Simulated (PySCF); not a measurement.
# Two structures, one formula

The two ends of one reaction step of SiH$_{3}$ClO$_{2}$, closed shell (PBE0-D4/def2-TZVP).

A:

| atom | x (Å) | y (Å) | z (Å) |
| --- | --- | --- | --- |
| Si1 | -0.2696 | 0.0941 | 0.2779 |
| O2 | 1.3600 | 0.0365 | 0.2478 |
| O3 | -0.8011 | 1.0027 | -0.9551 |
| H4 | -0.4723 | 0.8165 | -1.8365 |
| H5 | -0.8163 | 0.6963 | 1.5015 |
| Cl6 | -0.9640 | -1.8414 | 0.1632 |
| H7 | 1.7888 | -0.7517 | 0.5838 |

B:

Si1  (-0.681, 0.270, 0.398)
O2  (1.032, 0.103, -0.475)
O3  (-1.517, 0.586, -0.836)
H4  (0.699, 0.223, -1.384)
H5  (-0.319, 1.217, 1.468)
Cl6  (-0.662, -1.592, 1.292)
H7  (1.427, -0.777, -0.401)
(Å)

Computed with PySCF 2.14 with density fitting (its default auxiliary sets; JK sets also for MP2 and CCSD(T)) (basis: def2-TZVPP); correlated methods freeze the cores. B3LYP uses VWN-RPA correlation.

**Question.** Which structure is lower at CCSD(T), and by how much? (To be estimated.)

**Answer.** The calculation gives: A, by 209.7 kJ/mol (electronic energy, against the other). By their contacts, A is SiH₃ClO₂ ([OH][SiH]([OH])[Cl]) and B is SiH₃ClO₂ ([O][SiH]([OH2])[Cl]).

All methods give the same order:

| method | E(B) − E(A) (kJ/mol) |
| --- | --- |
| SPW92 | 191.3 |
| PBE-D4 | 187.6 |
| r2SCAN-D4 | 204.3 |
| PBE0-D4 | 206.8 |
| B3LYP-D4 | 204.4 |
| BHLYP-D4 | 224.1 |
| wB97M-V | 206.8 |
| HF | 245.4 |
| MP2 | 206.1 |
| CCSD | 217.0 |
| CCSD(T) | 209.7 |

No T1 diagnostic of these runs exceeds 0.014.

Labels in which every atom is bracketed show which atoms are joined, not bond orders.

For scale, one of the runs: CCSD(T)/def2-TZVPP, 188 basis functions, launched by `OMP_NUM_THREADS=4 python run.py`. Hardware: 4 CPU threads of an Arm Neoverse V1, shared host. Wall time 7.2 min; peak host memory 2.1 GiB.
